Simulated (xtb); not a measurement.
CuH4O2, SMILES [OH2]->[Cu+]<-[OH2], charge +1, multiplicity 1. All values are semi-empirical tight-binding results from xtb (GFN2-xTB unless named), good for trends rather than for accurate numbers. Geometry optimised at GFN2-xTB. The multiplicity is an assumed one; other spin states were not compared.

For metal compounds this method's bond lengths and energies can be far off.

```
Item                                           Value
-------------------------------------  -------------
point group as xtb finds it                       C2
orbital gap                                  7.42 eV
zero-point energy                      28.5 kcal/mol
G − E(el) at 298.15 K (modified RRHO)  10.3 kcal/mol
```
